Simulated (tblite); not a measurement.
Parent: `[CH:1]#[C:2][C@@H:3]1[SiH2:4][C@H:5]1[SiH2:6][Cl:7]` with Si4–C5–Si6–Cl7 -89°, C4H7ClSi2.

Structures optimised with GFN2-xTB, isolated species. One conformer each, not checked by frequencies here.

```
coordinate of the parent    value
                   C1≡C2  1.200 Å
                   C2–C3  1.419 Å
                  C3–Si4  1.899 Å
                  Si4–C5  1.894 Å
                  C5–Si6  1.878 Å
                 Si6–Cl7  2.025 Å
                   C3–C5  1.552 Å
                C1–C2–C3   178.1°
               C2–C3–Si4   121.3°
                C2–C3–C5   117.0°
               Si4–C3–C5    65.7°
               C3–Si4–C5    48.3°
              Si4–C5–Si6   125.3°
               C3–C5–Si4    66.0°
               C3–C5–Si6   117.4°
              C5–Si6–Cl7   108.2°
```

Question: How does the shared frame change in `[Cl:1][SiH2:2][C@@H:3]1[SiH2:4][C@H:5]1[C:6]#[C:7][CH:8]1[CH2:9][CH2:10]1` with Cl1–Si2–C3–Si4 -84°, C7H11ClSi2? Atoms pair as C1 = C7, C2 = C6, C3 = C5, Si4 = Si4, C5 = C3, Si6 = Si2, Cl7 = Cl1 (parent first).

Answer: 
```
    parent    relative  value in the relative  change
     C1≡C2       C7≡C6                1.204 Å  +0.004
     C2–C3       C6–C5                1.420 Å  +0.001
    C3–Si4      C5–Si4                1.899 Å   0.000
    Si4–C5      Si4–C3                1.893 Å  -0.001
    C5–Si6      C3–Si2                1.876 Å  -0.002
   Si6–Cl7     Si2–Cl1                2.026 Å  +0.001
     C3–C5       C5–C3                1.553 Å  +0.001
  C1–C2–C3    C7–C6–C5                 178.3°    +0.2
 C2–C3–Si4   C6–C5–Si4                 121.6°    +0.3
  C2–C3–C5    C6–C5–C3                 117.0°     0.0
 Si4–C3–C5   Si4–C5–C3                  65.6°    -0.1
 C3–Si4–C5   C5–Si4–C3                  48.3°     0.0
Si4–C5–Si6  Si4–C3–Si2                 126.0°    +0.7
 C3–C5–Si4   C5–C3–Si4                  66.0°     0.0
 C3–C5–Si6   C5–C3–Si2                 117.7°    +0.3
C5–Si6–Cl7  C3–Si2–Cl1                 108.4°    +0.2
```

Of the parent's bonds, C1–C2 changes most (+0.004 Å). Bonds of the relative outside the shared frame: C7–C8 1.429, C8–C9 1.507, C9–C10 1.495, C8–C10 1.507 Å. Point group C1 → C1.

Question: How does the shared frame change in `[CH3:1]/[N:2]=[CH:3]\[C:4]#[C:5][C@@H:6]1[SiH2:7][C@@H:8]1[SiH2:9][Cl:10]` with Si7–C8–Si9–Cl10 102°, C6H10ClNSi2? Atoms pair as C1 = C4, C2 = C5, C3 = C6, Si4 = Si7, C5 = C8, Si6 = Si9, Cl7 = Cl10 (parent first).

Answer: 
```json
{"parent": "C1≡C2", "relative": "C4≡C5", "value in the relative": "1.211 Å", "change": "+0.011"}
{"parent": "C2–C3", "relative": "C5–C6", "value in the relative": "1.410 Å", "change": "-0.009"}
{"parent": "C3–Si4", "relative": "C6–Si7", "value in the relative": "1.911 Å", "change": "+0.012"}
{"parent": "Si4–C5", "relative": "Si7–C8", "value in the relative": "1.890 Å", "change": "-0.004"}
{"parent": "C5–Si6", "relative": "C8–Si9", "value in the relative": "1.883 Å", "change": "+0.005"}
{"parent": "Si6–Cl7", "relative": "Si9–Cl10", "value in the relative": "2.025 Å", "change": "0.000"}
{"parent": "C3–C5", "relative": "C6–C8", "value in the relative": "1.549 Å", "change": "-0.003"}
{"parent": "C1–C2–C3", "relative": "C4–C5–C6", "value in the relative": "176.9°", "change": "-1.2"}
{"parent": "C2–C3–Si4", "relative": "C5–C6–Si7", "value in the relative": "120.3°", "change": "-1.0"}
{"parent": "C2–C3–C5", "relative": "C5–C6–C8", "value in the relative": "119.4°", "change": "+2.4"}
{"parent": "Si4–C3–C5", "relative": "Si7–C6–C8", "value in the relative": "65.2°", "change": "-0.5"}
{"parent": "C3–Si4–C5", "relative": "C6–Si7–C8", "value in the relative": "48.1°", "change": "-0.2"}
{"parent": "Si4–C5–Si6", "relative": "Si7–C8–Si9", "value in the relative": "124.2°", "change": "-1.1"}
{"parent": "C3–C5–Si4", "relative": "C6–C8–Si7", "value in the relative": "66.7°", "change": "+0.7"}
{"parent": "C3–C5–Si6", "relative": "C6–C8–Si9", "value in the relative": "118.7°", "change": "+1.3"}
{"parent": "C5–Si6–Cl7", "relative": "C8–Si9–Cl10", "value in the relative": "106.4°", "change": "-1.8"}
```

Of the parent's bonds, C1–C2 and C3–Si4 change most and about equally (+0.011 to +0.012 Å). Bonds of the relative outside the shared frame: C1–N2 1.430, N2=C3 1.266, C3–C4 1.412 Å. Point group C1 → C1.

Question: How does the shared frame change in `[SiH3:1][CH2:2][C:3]#[C:4][C@@H:5]1[SiH2:6][C@@H:7]1[SiH2:8][Cl:9]` with Si6–C7–Si8–Cl9 95°, C5H11ClSi3? Atoms pair as C1 = C3, C2 = C4, C3 = C5, Si4 = Si6, C5 = C7, Si6 = Si8, Cl7 = Cl9 (parent first).

Answer: 
```csv
parent,relative,value in the relative,change
C1≡C2,C3≡C4,1.202 Å,+0.002
C2–C3,C4–C5,1.423 Å,+0.004
C3–Si4,C5–Si6,1.898 Å,-0.001
Si4–C5,Si6–C7,1.894 Å,0.000
C5–Si6,C7–Si8,1.878 Å,0.000
Si6–Cl7,Si8–Cl9,2.030 Å,+0.005
C3–C5,C5–C7,1.551 Å,-0.001
C1–C2–C3,C3–C4–C5,179.2°,+1.1
C2–C3–Si4,C4–C5–Si6,120.4°,-0.9
C2–C3–C5,C4–C5–C7,117.6°,+0.6
Si4–C3–C5,Si6–C5–C7,65.7°,0.0
C3–Si4–C5,C5–Si6–C7,48.3°,0.0
Si4–C5–Si6,Si6–C7–Si8,123.9°,-1.4
C3–C5–Si4,C5–C7–Si6,66.0°,0.0
C3–C5–Si6,C5–C7–Si8,118.3°,+0.9
C5–Si6–Cl7,C7–Si8–Cl9,106.6°,-1.6
```

Of the parent's bonds, C2–C3 and Si6–Cl7 change most and about equally (+0.004 to +0.005 Å). Bonds of the relative outside the shared frame: Si1–C2 1.911, C2–C3 1.443 Å. Point group C1 → C1.

The numbers are calculated, not measured.
